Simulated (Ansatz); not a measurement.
Pb₂O₃. Charge 0, multiplicity 1. Geometry PBE-D4/def2-SVP, basis def2-TZVP, Ansatz.

Cartesian coordinates in Å:
```
Pb 0.394 -0.639 0.497
Pb -1.012 1.665 -1.294
O -0.184 -0.319 -1.545
O -0.401 1.337 0.756
O 1.203 -2.045 1.586
```

```csv
run,HOMO (eV),LUMO (eV)
A,-5.90,-3.92
B,-6.27,-4.37
C,-5.98,-3.99
D,-6.26,-3.88
E,-7.45,-3.06
```

In the def2 sets Pb takes a core potential; there is no spin–orbit coupling. Another isomer (singlet) lies 1.17 eV lower at PBE0-D4/def2-TZVP; other spin states weren't run for this one.

The runs used BLYP, LDA (SPW92), PBE, PBE0, r2SCAN. Estimate which is which.

A BLYP (0 % exact exchange); B LDA (SPW92) (0 % exact exchange); C PBE (0 % exact exchange); D r2SCAN (0 % exact exchange); E PBE0 (25 % exact exchange). Exact exchange lowers occupied and raises empty levels; among semilocal functionals meta-GGAs tend to open the gap a little, and such runs are hard to tell apart. The gap grows from 1.90 eV (LDA (SPW92)) to 4.39 eV (PBE0). The restricted singlet is unstable towards broken spin symmetry in Hartree–Fock (as tested in another run); at BLYP-D4/def2-TZVP, LDA (SPW92)/def2-TZVP, PBE-D4/def2-TZVP, r2SCAN-D4/def2-TZVP and others this wasn't settled.
